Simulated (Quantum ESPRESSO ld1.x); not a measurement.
Problem. Cu+, 28 electrons, occupied as [Ar] 3d10. Calculated with ld1.x of Quantum ESPRESSO 7.5: non-relativistic Kohn-Sham, LDA (Slater exchange, VWN5 correlation), spin-polarised, spherical densities, point nucleus. Some entries of the table are withheld. Estimate them.

orbital,occ.,eigenvalue (Ry),<r> (bohr),<1/r> (bohr^-1)
1s,2,-642.210,0.05298,28.47
2s,2,-76.8968,0.2391,6.181
2p,6,(1),0.2080,(2)
3s,2,-8.74796,0.7246,1.956
3p,6,-5.85323,0.7560,(3)
3d,10,-1.03660,1.008,(4)
4s,0,-0.86955,2.596,0.4972
4p,0,-0.48054,3.390,0.3763

Solution. 
(1) 2p eigenvalue (Ry): -67.5784
(2) 2p <1/r> (bohr^-1): 6.151
(3) 3p <1/r> (bohr^-1): 1.826
(4) 3d <1/r> (bohr^-1): 1.389
